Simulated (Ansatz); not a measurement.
Q: Predict a relaxed structure of TaSi2⁺, charge 1, singlet, at B3LYP-D4/def2-TZVP (Ansatz).

A: 
```xyz
3

Ta   -0.614    0.555   -1.099
Si    1.367    0.131    0.146
Si   -0.753   -0.686    0.953
```
The metal has 2 neighbours: Si 2.38 Å, Si 2.40 Å. This is one stationary point.

In the def2 sets Ta takes a core potential; there is no spin–orbit coupling. The restricted singlet is unstable towards broken spin symmetry at other levels; at B3LYP-D4/def2-TZVP this wasn't settled. The relaxation made no stability test and no search for a lower SCF solution. At B3LYP-D4/def2-TZVP a triplet of charge 1 lies 0.64 eV below the restricted singlet, each at its own geometry. The structure comes from a short search, and lower isomers may exist.
